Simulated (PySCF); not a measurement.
Identify the compound

Molecular formula: CH$_{7}$NOSi$_{2}$. Simulated spectra:

$^{1}$H NMR (500 MHz, computed): δ 8.79 (m, 1H), 8.66 (m, 1H), 5.28 (s, 2H), 5.22 (s, 3H).

$^{13}$C{$^{1}$H} NMR (computed): δ 171.0 (CH2).

[PySCF 2.14: structure optimised with GFN2-xTB; GIAO PBE0/pcSseg-1 shieldings; isolated molecule; one computed conformer; one averaged value for each set of equivalent atoms; non-relativistic Hamiltonian]

Scale: $^{1}$H (σref 31.72) and $^{13}$C (σref 186.93) vs TMS (reference shieldings calculated alike).

**Question.** Which candidate is it?
A. O=CN[SiH2][SiH3]
B. C=N[SiH2]O[SiH3]
C. NC(=O)[SiH2][SiH3]
D. O=CN([SiH3])[SiH3]

**Answer.** B. 

1. Rings plus π bonds: 1 (no ring in the answer).
2. Carbon types of the structure: 1 × CH2, leaving 5 H on heteroatoms.
3. δC 171.0: C=N carbon.
4. δH 8.79, 8.66: hydrogen on a C=N carbon.
5. δH 5.28: hydrogen on a silicon bonded to N, O.
6. δH 5.22: hydrogen on a silicon bonded to O.

The others: NC(=O)[SiH2][SiH3] would give 2 signals for carbon-bound and other non-exchanging H, not 4; O=CN([SiH3])[SiH3] would give 2 signals for carbon-bound and other non-exchanging H, not 4; O=CN[SiH2][SiH3] would give 3 signals for carbon-bound and other non-exchanging H, not 4.

Shifts are as computed. Against solution values, carbons near 30 ppm lie about +3 ppm off and those near 130 ppm about +5 ppm. Of 1211 compounds with measured shifts, 218 miss one by over three times the rms of a fit or turn the order of signals round; such compounds aren't used in these exercises. No couplings were computed; multiplicities are counted from neighbouring protons, with m where these are inequivalent, close in shift, in a saturated or five-membered ring or joined by F or P, and br s for small geminal =CH2 splittings.
